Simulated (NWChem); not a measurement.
# SrHSCl; SMILES [SH][Sr][Cl]

```xyz
4

Sr    -0.4742    -0.0375     0.0001
Cl     0.5433    -2.4375    -0.0001
S      0.5900     2.4884     0.0001
H     -0.6578     3.0481    -0.0040
```
Atoms are numbered in this order, from 1.

Computed with NWChem. The geometry was optimised at PBE-D3(BJ)/def2-SVP (def2 core potentials past Kr).

Task: Predict the results for PBE/STO-3G, non-relativistic. Quantities: highest occupied level (eV); orbital gap (eV); dipole (D).

Result: 
* **highest occupied level (eV)**: -0.91
* **orbital gap (eV)**: 1.89
* **dipole (D)**: 5.99
